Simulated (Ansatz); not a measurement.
Nb₂O₂, relaxed as a singlet with RKS PBE0-D4/def2-TZVP in Ansatz, starting from the GFN1-xTB geometry. Force threshold 0.02 eV/Å.

In the def2 sets Nb takes a core potential; there is no spin–orbit coupling. The structure holds 1 bond(s) between oxygen atoms. The restricted singlet is unstable towards broken spin symmetry in Hartree–Fock (as tested in another run); at PBE0-D4/def2-TZVP this wasn't settled. The relaxation made no stability test and no search for a lower SCF solution. No other spin state of charge 0 was run. Another isomer (quintet) lies 3.79 eV lower at PBE0-D4/def2-TZVP; other spin states weren't run for this one.

Start:

| atom | x (Å) | y (Å) | z (Å) |
| --- | --- | --- | --- |
| Nb1 | 1.518 | -0.225 | -0.021 |
| Nb2 | -0.656 | -1.257 | -0.589 |
| O3 | -1.026 | 0.459 | 0.149 |
| O4 | 0.164 | 1.023 | 0.461 |

(1) Estimate the energy that the relaxation releases and the steps that it takes.

(2) Does the start keep its bonding and symmetry?

(3) Predict the relaxed structure.

Results:

(1) 28.6 kcal/mol, in 5 steps; 7.5 s on 4 threads of Arm Neoverse V2 on a shared host. No frequencies were taken in this run, so the end may be a saddle point.

(2) By distances, no bond broke or formed. The bond that changes most is O3–O4, from 1.35 to 1.43 Å (atoms count from 1). Point group C2v at the start, C2v at the end, both within 0.05 Å.

(3) 
```csv
atom,x (Å),y (Å),z (Å)
Nb1,1.397,-0.327,-0.072
Nb2,-0.494,-1.224,-0.566
O3,-1.079,0.477,0.155
O4,0.177,1.073,0.483
```
Bond lengths (bridged metal pairs left out): 4 × Nb–O 1.94 to 2.61 Å; 1 × O–O 1.43 Å.
